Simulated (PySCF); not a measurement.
CH₈GeSi, SMILES [GeH3][CH2][SiH3]. Atoms are numbered in the order given.

```xyz
11

Si    -0.2047     2.1033     0.0000
C      0.8853     0.5653     0.0000
Ge    -0.0915    -1.1489     0.0000
H      0.6230     3.3467     0.0000
H     -1.0783     2.1176    -1.2105
H     -1.0783     2.1176     1.2105
H      1.5410     0.5822     0.8866
H      1.5410     0.5822    -0.8866
H     -0.9848    -1.2445    -1.2549
H     -0.9848    -1.2445     1.2549
H      0.9038    -2.3291     0.0000
```

The structure is a stationary point at B3LYP-D3(BJ)/def2-SVP.

Method: PBE/def2-TZVP run with PySCF.

Symmetry labels are those of the subgroup Cs that the program uses (full group Cs).

List the valence orbital energies around the gap with their symmetry. (The exact figures need the calculation; the answer reports its results.)


| orbital | symmetry | energy (eV) |
|---|---|---|
| HOMO−7 | A' | -12.68 |
| HOMO−6 | A" | -10.44 |
| HOMO−5 | A' | -9.13 |
| HOMO−4 | A' | -8.36 |
| HOMO−3 | A" | -8.14 |
| HOMO−2 | A" | -8.05 |
| HOMO−1 | A' | -7.76 |
| HOMO | A' | -7.40 |
| LUMO | A' | -0.48 |
| LUMO+1 | A' | 0.00 |
| LUMO+2 | A' | 0.47 |
| LUMO+3 | A" | 0.61 |
